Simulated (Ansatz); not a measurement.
Stepwise reaction of `[F][Ti]([F])([F])[Cl]` with hydrogen chloride, as a gas-phase model of exchange steps in deposition or etching. ΔE in kJ/mol; ΔG adds harmonic PBE0-D4 terms to CCSD(T)/CBS, at 1 bar.

Program: Ansatz. Geometries: PBE0-D4/def2-TZVP. ΔE: electronic, gas phase. CCSD(T)/CBS adds triple-zeta CCSD(T) − MP2 to the extrapolated MP2 energy (def2 sets, frozen cores). This one scheme is used for every species. DFT in def2-TZVPP. B3LYP here is the variant with VWN-RPA as its local correlation; programs differ in this. For Ti outer-core shells are correlated without core-valence functions, which leaves a few kJ/mol of doubt a bond. Scalar relativity is left out up to krypton.

| step | reaction | PBE-D4 | B3LYP-D4 | ωB97M-V | CCSD(T)/CBS | ΔG(400 K) |
| --- | --- | --- | --- | --- | --- | --- |
| 1 | `[F][Ti]([F])([F])[Cl]` + HCl → `[F][Ti]([F])([Cl])[Cl]` + H–F | 22.0 | 22.1 | 26.2 | 12.4 | 16.9 |
| 2 | `[F][Ti]([F])([Cl])[Cl]` + HCl → `[F][Ti]([Cl])([Cl])[Cl]` + H–F | 20.9 | 20.7 | 25.4 | 9.5 | 16.7 |
| 3 | `[F][Ti]([Cl])([Cl])[Cl]` + HCl → `[Cl][Ti]([Cl])([Cl])[Cl]` + H–F | 20.0 | 19.6 | 24.6 | 6.7 | 17.3 |

Question: By hand: ΔE of the 3 steps together at CCSD(T)/CBS.

Answer: (12.4) + (9.5) + (6.7) = 28.6 kJ/mol, or 9.5 kJ/mol a step.

In ΔE each step is lower than the one before. All are uphill at CCSD(T)/CBS. ΔG lies between 16.7 and 17.3 kJ/mol a step. PBE-D4 differs from CCSD(T)/CBS by 9.6 to 13.3 kJ/mol a step. Isolated molecules leave out the surface, adducts and barriers. Largest T1 diagnostic: 0.025.
